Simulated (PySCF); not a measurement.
Molecule: SMILES OC(=O)C(F)(F)F, C2HF3O2.

Geometry (Å), atoms numbered from 1 in this order:
```xyz
8

O     0.8582    1.2884   -0.8522
C     0.5519    0.3231   -0.2268
O     1.3631   -0.5632    0.3121
C    -0.9252   -0.0753    0.0760
F    -1.7817    0.7915   -0.4551
F    -1.2066   -1.2847   -0.4189
F    -1.1496   -0.1173    1.3931
H     2.2991   -0.3530    0.1474
```

Frames of a GFN2-xTB Langevin trajectory at 300 K; GIAO PBE0/pcSseg-1 shieldings in PySCF, gas phase, non-relativistic; equivalent atoms averaged within each frame.

Scale: ¹⁷O (σ = 336.08 ppm) vs H2O; ¹³C (σ = 186.93 ppm), ¹H (σ = 31.72 ppm) vs TMS; ¹⁹F (σ = 170.95 ppm) vs CFCl3 (reference shieldings calculated alike). The references are static minima.

Task: How do the shifts (ppm) fluctuate along the trajectory?

Result: 
```tsv
time (fs)	O1	O3	C2	C4	F5/F6/F7	H8
optimised geometry	434.7	195.6	161.9	124.7	-87.4	6.74
250	413.7	209.5	157.1	126.2	-83.8	6.53
425	400.6	204.2	160.3	127.7	-82.7	8.79
625	471.8	210.9	170.9	121.4	-89.1	6.55
800	394.7	202.6	154.8	122.9	-86.9	7.39
1000	419.6	194.2	159.6	137.2	-61.7	6.31
mean of frames	420.1	204.3	160.5	127.1	-80.8	7.11
standard deviation	30.6	6.6	6.2	6.2	11.0	1.02
```

5 frames give an uncertainty of the mean of about the standard deviation over 2.2 at best, since frames this close in time may not be independent; classical motion lacks zero-point vibration, and the reference would need the same averaging.
